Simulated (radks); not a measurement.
The numbers below are computed, except where a source is named.
Nd45+, configuration [Ne] 3s2 3p3. Level of theory: Dirac Kohn-Sham, BLYP, spin-unpolarised, spherical densities, finite nucleus; open shells fill j = l - 1/2 first; Fermi nuclear charge, rms radius 4.9123 fm (a radial shooting solver on a logarithmic mesh with Libxc functionals).

Unscreened Slater integrals over Kohn-Sham orbitals (hartree). Large and small components are both included.

integral           value
F0(3p3/2,3p3/2)   3.7812
F2(3p3/2,3p3/2)   1.8903
F0(3p3/2,3p1/2)   3.8563
G2(3p3/2,3p1/2)   1.9005
F0(3p3/2,3s1/2)   3.7436
G1(3p3/2,3s1/2)   2.4155
F0(3p3/2,2p3/2)   4.9973
F2(3p3/2,2p3/2)   1.3047
G0(3p3/2,2p3/2)  0.52051
G2(3p3/2,2p3/2)  0.57396
F0(3p1/2,3p1/2)   3.9383
F0(3p1/2,3s1/2)   3.8149
G1(3p1/2,3s1/2)   2.3975
F0(3p1/2,2p3/2)   5.1701
G2(3p1/2,2p3/2)  0.56683
F0(3s1/2,3s1/2)   3.7163
F0(3s1/2,2p3/2)   4.8600
G1(3s1/2,2p3/2)  0.50059
F0(2p3/2,2p3/2)   10.204
F2(2p3/2,2p3/2)   4.8670
